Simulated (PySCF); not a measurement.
C₄H₄N, SMILES C1=C[N]C=C1, multiplicity 2. Geometry optimised at r2SCAN-D4/def2-SVP. The isomer is the one that the SMILES or the coordinates give; other isomers of the formula were not compared.

Level of theory: r2SCAN-D4/def2-SVP (PySCF 2.14.0).

Harmonic wavenumbers (cm⁻¹): 480, 540, 698, 708, 815, 840, 877, 917, 930, 1038, 1088, 1103, 1208, 1282, 1350, 1449, 1572, 3196, 3200, 3234, 3254. Rotational constants (GHz): 9.938, 8.755, 4.655; symmetry number 2.

Work out the zero-point energy and the ideal-gas rigid-rotor harmonic-oscillator thermochemistry at 298.15 K and 1 atm.

ZPE = ½ Σ hcν = ½ × 29778 cm⁻¹ = 42.57 kcal/mol. H − E(el) = 45.62 kcal/mol. Entropy in cal/(mol K): translation 38.48, rotation 22.81, vibration 2.98, spin 1.38, total 65.65. G − E(el) = 26.05 kcal/mol. Cp = 16.27 cal/(mol K).
